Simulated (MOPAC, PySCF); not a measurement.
Ligands exchanged one at a time, Al Cl-CH3. Gas-phase values, no solvent. Strings in code marks are SMILES.

Quantity: vertical ionisation energy (energy after one electron is removed minus that of the parent at the parent's geometry), in eV.

Level 1: ωB97X-D3(BJ)/def2-TZVP // B3LYP-D3(BJ)/def2-TZVP (PySCF)
Level 2: minus the HOMO energy of B3LYP/6-31G* // B3LYP-D3(BJ)/def2-TZVP (PySCF)
Level 3: minus the HOMO energy of PM6 // B3LYP-D3(BJ)/def2-TZVP (MOPAC)
Level 4: minus the HOMO energy of ωB97X-D3(BJ)/def2-TZVP // B3LYP-D3(BJ)/def2-TZVP (PySCF)

```tsv
species	level 2	level 3	level 4
`[CH3][Al]([CH3])[Cl]`	7.51	10.52	10.35
`[CH3][Al]([Cl])[Cl]`	8.56	11.14	11.32
```

Q: What does level 1 give for each?

A: 
- `[CH3][Al]([CH3])[Cl]`: 10.28
- `[CH3][Al]([Cl])[Cl]`: 11.33
